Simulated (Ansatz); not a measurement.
InH2(CCH) (C₂H₃In). The state is a singlet with charge 0. Geometry PBE-D4/def2-TZVP; atoms count from 1.

```xyz
6

In    0.0318    1.0286    0.9216
H    -1.0229    0.8817    2.2773
H     1.1213    2.3267    0.6054
C    -0.0159   -0.5369   -0.4891
C    -0.0461   -1.4499   -1.3003
H    -0.0682   -2.2501   -2.0149
```

In the def2 sets In takes a core potential; there is no spin–orbit coupling.

Q: Estimate the Mulliken populations from the PBE0/def2-TZVP orbitals of Ansatz.

A: 
```json
{"atom": "In1", "charge (e)": "0.47"}
{"atom": "H2", "charge (e)": "-0.09"}
{"atom": "H3", "charge (e)": "-0.09"}
{"atom": "C4", "charge (e)": "-0.35"}
{"atom": "C5", "charge (e)": "-0.13"}
{"atom": "H6", "charge (e)": "0.18"}
```
Mulliken values depend strongly on the basis.

Q: And the Mayer bond orders between heavy atoms (over 0.3)?

A: In1–C4 0.97 (2.11 Å); C4–C5 2.58 (1.22 Å).
